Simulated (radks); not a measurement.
Results of a calculation; reference values are marked as such.
Initial-state core-level shifts of the silver ion Ag2+ when its valence configuration changes from [Kr] 4d9. Level of theory: scalar-relativistic Kohn-Sham, r2SCAN, spin-polarised, spherical densities, finite nucleus; open shells are filled with parallel spins first (spin-orbit coupling, left out, can overturn this in heavy ions); meta-GGA in the generalised Kohn-Sham scheme; Fermi nuclear charge, rms radius 4.5454 fm (a radial shooting solver on a logarithmic mesh with Libxc functionals). Shifts are changes of the shell-averaged eigenvalues in eV (positive: less bound); the change of the density at the nucleus, which sets a Mossbauer isomer shift, is in e/bohr^3, on a base of 1.493e+05.

valence               1s       2s       3s       3p  density at nucleus
4d7 5p2          -14.140  -14.749  -14.471  -14.471              +10.90
4d8.5 5p0.5       -3.522   -3.652   -3.603   -3.603               +2.32
4d8 5p1           -7.042   -7.316   -7.205   -7.205               +4.91
4d7.5 5p1.5      -10.579  -11.012  -10.825  -10.825               +7.76
4d5.5 5s2 5p1.5  -22.997  -24.248  -23.566  -23.565             +101.16
4d8 5s1           -5.650   -5.967   -5.836   -5.836              +38.41
4d6.5 5p2.5      -17.729  -18.531  -18.146  -18.146              +14.32
4d8.5 5s0.5       -2.811   -2.964   -2.903   -2.903              +18.35
4d6.5 5s1 5p1.5  -16.433  -17.272  -16.869  -16.870              +52.57
